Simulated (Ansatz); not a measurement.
`[BH2][AlH][O]C` + `FC[SiH2]Br` → `C[O][AlH][Br]` + `B[SiH2]CF`  (redistribution)

Program: Ansatz. Geometries: PBE0-D4/def2-TZVP. ΔE: electronic, gas phase. CCSD(T)/CBS adds triple-zeta CCSD(T) − MP2 to the extrapolated MP2 energy (def2 sets, frozen cores). DFT in def2-TZVPP. For Br outer-core shells are correlated without core-valence functions, which leaves a few kJ/mol of doubt a bond. Scalar relativity is left out up to krypton. Each species was taken in one conformer, which may not be the lowest.

| level | ΔE (kcal/mol) |
| --- | --- |
| BLYP-D4 | -20.4 |
| r2SCAN0 | -21.8 |
| CCSD/def2-TZVPP | -21.0 |
| CCSD(T)/def2-TZVPP | -21.0 |

(1) What does CCSD(T)/CBS give? (Best estimate.)

Largest T1 diagnostic among the species: 0.012.

## Answers

(1) Ansatz gave: -20.6 kcal/mol. The listed levels differ from it by 0.2, -1.2, -0.4, -0.4 kcal/mol.

Leaving LDA and LC-ωPBE aside and taking each functional with its dispersion term where it has one, the values, not all of them listed here, spread over 1.8 kcal/mol, from B97M-V to revPBE-D4. LDA lies −0.9 kcal/mol from PBE without D4. At CCSD(T), def2-SVP lies −1.3 kcal/mol from the extrapolated value and def2-TZVPP −0.4 kcal/mol.
